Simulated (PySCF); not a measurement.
Dipole response of Pt⁺ (platinum, charge +1)

[Xe] 4f14 5d8 6s1, high-spin 4F determinant (an excited configuration). Calculation: PySCF 2.14, in aug-cc-pVQZ-PP with ECP60MDF; scalar relativity through the core potential. Coupled (time-dependent) response in atomic units; α is the mean over directions.

```
method  mean α (bohr³)  C₆ (like pair)  S(−4)
 TPSSh           23.29           186.4  201.7
```

S(−4) is the Cauchy moment in α(ω) = α(0) + S(−4) ω² + …

Spin-orbit coupling is absent.

α(iu) at TPSSh:

```tsv
u (hartree)	α(iu) (bohr³)
0	23.29
0.0500	22.80
0.100	21.50
0.200	17.93
0.300	14.63
0.500	10.22
0.750	7.214
1.00	5.456
1.50	3.487
2.00	2.428
3.00	1.364
5.00	0.5940
```

For an ion, C₆ is the dispersion term alone; charge-induced terms of lower order in 1/R come first.

Energies and moments cover only the electrons outside the core potential. Spin-orbit coupling, absent here, splits the open shell strongly.
